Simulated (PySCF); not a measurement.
CH10FNSi3, SMILES C([Si@@H]([SiH2]N)F)[SiH3].

The structure is a stationary point at B3LYP-D3(BJ)/def2-SVP. The structure was generated by enumeration; whether it is a known compound was not checked. Other conformers were not sampled.

These are TDA-PBE/def2-SVPD in PySCF 2.14.0 values and carry that method's errors.

Vertical excitations. The molecule is in vacuum.

| state | energy (eV) | λ (nm) | f | main pairs |
|---|---|---|---|---|
| S1 | 5.00 | 248 | 0.007 | HOMO→LUMO 96 % |
| S2 | 5.16 | 240 | 0.008 | HOMO→LUMO+1 94 % |
| S3 | 5.84 | 212 | 0.001 | HOMO→LUMO+2 97 % |
| S4 | 5.97 | 208 | 0.033 | HOMO−1→LUMO 93 % |
| S5 | 6.10 | 203 | 0.018 | HOMO−1→LUMO+1 94 % |
| S6 | 6.30 | 197 | 0.031 | HOMO→LUMO+3 95 % |
| T1 | 4.71 | 263 | 0 | HOMO→LUMO 98 % |
| T2 | 4.85 | 256 | 0 | HOMO→LUMO+1 95 % |
Triplets are in the Tamm–Dancoff approximation.
